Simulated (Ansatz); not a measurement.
Reactions of `C[Si]C`.

Isolated molecules relaxed with PBE0-D4/def2-TZVP in Ansatz; ΔE leaves out vibrations. CCSD(T)/CBS adds triple-zeta CCSD(T) − MP2 to the extrapolated MP2 energy (def2 sets, frozen cores). This one scheme is used for every species. Functionals use def2-TZVPP. B3LYP here is the variant with VWN-RPA as its local correlation; programs differ in this. Triplets are unrestricted, without spin–orbit coupling. One conformer a species, not always the lowest.

```
                                             reaction  PBE0-D4 (eV)  PBE-D4 (eV)  MP2/CBS(def2) (eV)  B3LYP-D4 (eV)  CCSD(T)/CBS(def2) (eV)
                `C[Si]C` + `CNC` → `C[Si]N(C)C` + CH₄         -1.38        -1.42               -1.49          -1.45                   -1.41
                   `C[Si]C` + CH₃OH → `CO[Si]C` + CH₄         -1.50        -1.53               -1.59          -1.63                   -1.55
         `C[Si]C` + `C#CNCN` → `C#CN(C)CN` + `C[SiH]`          0.65         0.66                0.66           0.62                    0.64
                       `C[Si]C` + H₂ → `C[SiH]` + CH₄         -0.24        -0.19               -0.16          -0.27                   -0.23
              `C[Si]C` → `[CH2]` (triplet) + `C[SiH]`          4.96         5.07                5.16           4.90                    4.99
                   `C[Si]C` + CH₃SH → `C[Si]SC` + CH₄         -1.48        -1.52               -1.50          -1.46                   -1.42
`C[Si]C` + `[F][AlH][SH]` → `C[S][AlH][F]` + `C[SiH]`          0.67         0.67                0.71           0.66                    0.68
                      `C[Si]C` + H₂O → `C[Si]O` + CH₄         -1.48        -1.50               -1.52          -1.59                   -1.49
                      `C[Si]C` + H–F → `C[Si]F` + CH₄         -1.80        -1.81               -1.84          -1.94                   -1.84
  `C[Si]C` + `N[SiH](N)S` → `C[Si](N)(N)S` + `C[SiH]`         -0.02         0.00               -0.01          -0.03                   -0.03
```

Largest T1 diagnostic: 0.014, for `CO[Si]C`.
